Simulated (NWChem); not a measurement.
**A calculation on H$_{6}$Ga$_{2}$**

SMILES: [GaH3].[GaH3]
```xyz
8

Ga     1.3076     0.0000     0.0000
Ga    -1.3076     0.0000     0.0000
H      0.0000     1.1871     0.0098
H      1.9664     0.0000     1.4190
H      1.9454     0.0000    -1.4287
H      0.0000    -1.1871     0.0098
H     -1.9664     0.0000     1.4190
H     -1.9454     0.0000    -1.4287
```
Charge 0, spin multiplicity 1.

The numbers come from NWChem runs, not from measurements. The geometry was optimised at PBE/def2-SVP, a minimum by its harmonic frequencies.

Symmetry labels belong to the abelian group C2v used in the runs, with the axes of the coordinates shown.

The Hamiltonian is non-relativistic. B3LYP has NWChem's definition, with VWN1-RPA local correlation. The structure started from a generated list of species.

Question: List the lowest 4 singlet excitations that TD-B3LYP/def2-SVP, VWN1-RPA local correlation gives, with oscillator strengths.

Answer: 
```json
[
 {"state": "1", "symmetry": "b2", "energy (eV)": "6.09", "wavelength (nm)": "204", "f": "0.000"},
 {"state": "2", "symmetry": "a2", "energy (eV)": "6.45", "wavelength (nm)": "192", "f": "0.000"},
 {"state": "3", "symmetry": "a2", "energy (eV)": "6.59", "wavelength (nm)": "188", "f": "0.000"},
 {"state": "4", "symmetry": "b1", "energy (eV)": "7.19", "wavelength (nm)": "172", "f": "0.070"}
]
```
